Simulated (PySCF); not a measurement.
**Computed properties of difluoro(silyl)silane (F2H4Si2), SMILES F[SiH](F)[SiH3]**

difluoro(silyl)silane (F2H4Si2), SMILES F[SiH](F)[SiH3]. Geometry optimised at TPSSh-D3(BJ)/def2-SVP. The values are those of a single conformer. All values are computed for the isolated molecule unless a solvent is named; none is compared with measurement here.

**Structure.** The optimised structure has Cs symmetry. All 18 harmonic modes at TPSSh-D3(BJ)/def2-SVP (PySCF) are real, so it is a minimum. With heavy atoms numbered as in [SiH3:1][SiH:2]([F:3])[F:4], the shortest bond between them is Si2–F3 at 1.625 Å and the longest Si1–Si2 at 2.342 Å.

**Vibrations.** The strongest infrared lines (harmonic, unscaled, degenerate partners summed) lie at 843 cm⁻¹ (289 km/mol, F 41 %, H 32 %, Si 27 %), 819 cm⁻¹ (206 km/mol, H 79 %, F 15 %), 959 cm⁻¹ (192 km/mol, H 39 %, Si 34 %, F 27 %). The softest mode is at 97 cm⁻¹ and the zero-point energy is 25.0 kcal/mol.

**Electronic structure.** M06-2X/def2-TZVP (PySCF) places the frontier levels at -9.80 and 0.35 eV, a gap of 10.15 eV, and gives a dipole moment of 2.01 D and a mean polarisability of 51.7 bohr³.

**Excitations.** TDA-PBE0/def2-SVPD (PySCF) has S1 at 6.92 eV (179 nm, f = 0.015, weak); the most intense of the 10 singlets computed lies at 9.24 eV (f = 0.49). T1 (TDA) is at 5.99 eV, 0.93 eV under S1. No vertical singlet excitation falls in the visible range (under 3.1 eV).

**NMR.** GIAO shifts at PBE0/pcSseg-1 (PySCF) (non-relativistic, atoms alike by connectivity averaged): ¹H from 3.7 to 5.9 ppm against TMS; ²⁹Si from -111.2 to 20.6 ppm against TMS; ¹⁹F at -156.2 ppm against CFCl3.
